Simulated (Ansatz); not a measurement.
A structure relaxed at PBE0-D4/def2-TZVP, charge 0, multiplicity 1:

Cartesian coordinates in Å:
```
O 0.562 0.923 -1.393
B 0.554 -0.400 -1.083
F 1.054 -1.291 -1.942
O 0.047 -0.838 0.086
Si -0.640 -0.038 1.362
H 0.949 1.110 -2.252
H 0.332 0.916 1.950
H -1.004 -1.072 2.357
H -1.854 0.689 0.916
```

Q: Give its formula and SMILES.

A: BFH4O2Si, `OB(F)O[SiH3]`.

Q: Point group (tolerance 0.08 Å, 0.16 Å for H)?

A: Cs.

Q: Summarise the bond lengths by kind.

A: 2 × B–O 1.348 to 1.359 Å; 1 × H–O 0.960 Å; 1 × B–F 1.334 Å; 1 × O–Si 1.655 Å; 3 × H–Si 1.481 to 1.484 Å.

Results of the Gaussian-basis code of Ansatz.
